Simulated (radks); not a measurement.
Sm, 62 electrons, occupied as [Xe] 4f6 5d0.5 6s1.5 (fractional occupations, a model configuration).

All-electron calculation, Dirac Kohn-Sham, PBE, spin-unpolarised, spherical densities, finite nucleus; open shells are shared between the two j in proportion to 2j + 1; Fermi nuclear charge, rms radius 5.0819 fm. Program: a radial shooting solver on a logarithmic mesh with Libxc functionals.

Energy parts (eV):
| part | energy |
|---|---|
| total | -283917.68 |
| kinetic | 307808.85 |
| electron-nucleus | -695676.02 |
| Hartree | 110381.71 |
| exchange-correlation | -6432.23 |

Orbitals (lengths in bohr, moments of r in powers of bohr; r(max) is where P^2 peaks):
orbital     occ.  eigenvalue (eV)   r(max)      <r>
1s1/2          2        -46625.68  0.01449  0.02274
2s1/2          2        -7615.193  0.08231  0.09649
2p1/2          2        -7218.480  0.06237  0.08073
2p3/2          4        -6615.642  0.06800  0.08736
3s1/2          2        -1668.048   0.2339   0.2545
3p1/2          2        -1497.242   0.2209   0.2442
3p3/2          4        -1375.173   0.2329   0.2569
3d3/2          4        -1078.844   0.1857   0.2286
3d5/2          6        -1052.333   0.1891   0.2326
4s1/2          2        -331.0111   0.5398   0.5791
4p1/2          2        -265.5054   0.5456   0.5932
4p3/2          4        -238.7093   0.5712   0.6221
4d3/2          4        -130.9007   0.5828   0.6646
4d5/2          6        -126.1128   0.5912   0.6750
5s1/2          2         -42.5771    1.262    1.412
5p1/2          2         -25.1124    1.383    1.599
5p3/2          4         -21.6071    1.460    1.697
6s1/2        1.5          -3.3761    3.719    4.403
4f5/2    2.57143          -2.2047   0.6106    1.014
4f7/2    3.42857          -1.6657   0.6157    1.039
5d3/2        0.2          -1.4630    2.175    3.442
5d5/2        0.3          -1.3006    2.245    3.600

The highest occupied level is 5d5/2 at -1.301 eV. The density falls to 0.001 e/bohr^3 at r = 5.19 bohr. The electron density at the nucleus is 5.332e+05 e/bohr^3. Summed over all electrons, <r^2> = 83.58 bohr^2, which gives a Langevin (diamagnetic) susceptibility term of -66.2 x 10^-6 cm^3/mol.
